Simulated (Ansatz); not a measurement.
```xyz
9

C    -0.0403   -0.3922   -0.3729
C     0.0459   -0.4407    1.1378
O    -0.0473    0.9122   -0.7930
H    -0.8666   -1.0062   -0.7298
H     0.8754   -0.9214   -0.7564
H    -0.0020   -1.4181    1.5487
H     0.9242    0.0589    1.5194
H    -0.8426    0.0703    1.5351
H    -0.0440    0.9291   -1.7657
```

Basis set: cc-pVDZ (spherical functions). Correlated methods keep 3 orbitals frozen. Charge 0, multiplicity 1.

Computed with Ansatz (development build ahead of 0.2.0); each method stands on the lowest determinant of its kind that the runs found. Restricted open shells among the atoms or ions are ROHF, correlated in semicanonical orbitals with singles.

**Question.** Give the atomization energy at this shape (free ground-state atoms in the same class of orbitals less the molecule, no zero-point energy) of singlet C2H6O by RHF-MP2, RHF.

**Answer.**

| method | atomization energy |
| --- | --- |
| RHF-MP2 | 754.16 kcal/mol |
| RHF | 589.48 kcal/mol |
